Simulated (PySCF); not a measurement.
Molecule: SMILES Nc1ccccn1, C5H6N2.

Numbering as in the mapped SMILES `[NH2:1][c:2]1[cH:3][cH:4][cH:5][cH:6][n:7]1` (H(Xn): hydrogen on atom n).

Geometry PBE0-D3(BJ)/def2-SVP throughout; GIAO in PySCF 2.14.0 with density-fitted response routines, gas phase, one conformer, non-relativistic; equivalent atoms averaged; functional PBE0.

For orientation, cc-pVDZ gives these absolute shieldings σ: N1 193.1, C2 42.6, C5 84.2, C3 92.2, H(C6) 23.19, H(C4) 24.07, H(C5) 24.96, H(C3) 25.28, H(N1) 27.87 ppm.

A run gave: N1 178.4, C2 26.7, C5 71.2, C3 80.1, H(C6) 24.31, H(C4) 25.56, H(C5) 26.35, H(C3) 26.65, H(N1) 29.51 ppm (absolute shieldings σ).

Task: Which basis set was used in that run?
A. 6-311+G(2d,p)
B. pcSseg-0
C. 6-31G
D. IGLO-III
E. def2-TZVP

Result: B. H(C5) tells them apart best: pcSseg-0 gives 26.35, 6-311+G(2d,p) gives 24.87, def2-TZVP gives 24.85, IGLO-III gives 24.74, 6-31G gives 25.97 ppm.
